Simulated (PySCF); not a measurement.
[TaCl6]- (charge -1 and singlet state).
Bonds: Ta1–Cl2, Ta1–Cl3, Ta1–Cl4, Ta1–Cl5, Ta1–Cl6, Ta1–Cl7.

The calculation used PBE0-D3(BJ)/def2-SVP geometry optimisation, gas phase, def2 core potentials past Kr in PySCF.

**Question.** How far are the bound atoms from Ta1?

**Answer.** 6 atoms: Cl3 2.370 Å, Cl6 2.370 Å, Cl5 2.370 Å, Cl2 2.370 Å, Cl4 2.370 Å, Cl7 2.370 Å.

**Question.** List the angles at Ta1.

**Answer.** 
```
      angle  degrees  distance of the outer atoms (Å)
Cl2–Ta1–Cl3    179.8                             4.74
Cl4–Ta1–Cl5    179.7                             4.74
Cl6–Ta1–Cl7    179.6                             4.74
Cl3–Ta1–Cl7     90.3                             3.36
Cl5–Ta1–Cl6     90.3                             3.36
Cl2–Ta1–Cl4     90.2                             3.36
Cl2–Ta1–Cl5     90.1                             3.35
Cl3–Ta1–Cl6     90.0                             3.35
Cl5–Ta1–Cl7     90.0                             3.35
Cl3–Ta1–Cl4     90.0                             3.35
Cl4–Ta1–Cl6     89.9                             3.35
Cl2–Ta1–Cl6     89.9                             3.35
Cl4–Ta1–Cl7     89.8                             3.35
Cl2–Ta1–Cl7     89.8                             3.35
Cl3–Ta1–Cl5     89.7                             3.34
```

**Question.** What is the shape at Ta1?

**Answer.** Octahedral: the three widest angles are 179.8°, 179.7° and 179.6°, the others run from 89.7° to 90.3°.

**Question.** What are the rotational constants (commonest isotopes, rigid rotor)?

**Answer.** A = 643.7, B = 643.3, C = 642.4 MHz: a spherical top.

Point group: Oh (tolerance 0.08 Å). Charge -1, singlet. The geometry's basis has no diffuse functions, a weakness for an anion. No PBE0-D3(BJ)/def2-SVP frequencies stand behind this structure, so it isn't proved a minimum.
